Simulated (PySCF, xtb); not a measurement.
CH4Si, SMILES C=[SiH2].

Harmonic wavenumbers (cm⁻¹) from GFN2-xTB (xtb) at its own minimum, in rising order: 394, 424, 443, 629, 770, 811, 1118, 1412, 2286, 2320, 3077, 3104.

Q: What does PBE-D3(BJ)/def2-TZVP run with PySCF give at its own minimum? (An estimate is asked for; the answer gives what the named calculation found.)

A: 423, 460, 709, 736, 803, 903, 969, 1341, 2199, 2224, 3087, 3178. Paired by order, the mean absolute difference is 87 cm⁻¹ and the zero-point energies are 24.0 and 24.3 kcal/mol.
